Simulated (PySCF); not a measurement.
CH3FMg, SMILES [Mg]([CH3])[F], PBE0/def2-SVP optimised geometry.

```
6

Mg    -0.36    -0.14     0.00
F     -2.12    -0.14     0.01
C      1.72    -0.14     0.00
H      2.12    -0.43     0.98
H      2.12     0.85    -0.24
H      2.12    -0.85    -0.74
```

Density from PBE0/def2-TZVP run with PySCF at that geometry.

Minimum of the electron density along straight lines between bonded atoms, close to the bond critical point (lines longer than 1.1 times the sum of covalent radii, or with two minima, are not listed):

| bond | length / Å | ρ at the minimum / e bohr⁻³ | ∇²ρ there / e bohr⁻⁵ | position (fraction from the first atom) |
|---|---|---|---|---|
| Mg1–F2 | 1.765 | 0.080 | 0.73 | 0.45 |
| Mg1–C3 | 2.077 | 0.058 | 0.26 | 0.42 |
| C3–H4 | 1.103 | 0.262 | -0.84 | 0.64 |
| C3–H5 | 1.103 | 0.262 | -0.84 | 0.64 |
| C3–H6 | 1.103 | 0.262 | -0.84 | 0.64 |
